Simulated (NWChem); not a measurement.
System: GaH2Cl; SMILES [Cl][GaH2]

Results from NWChem. Coordinates come from a B3LYP/6-31G* (spherical d) optimisation. Ions are spin-unrestricted doublets at the neutral geometry; other ion states weren't tried.

Task: What does the run give for CAM-B3LYP/def2-SVPD? Quantities: vertical ionisation energy, ΔSCF (eV); −ε(HOMO) (eV).

Result: vertical ionisation energy, ΔSCF (eV): 11.03
−ε(HOMO) (eV): 9.85
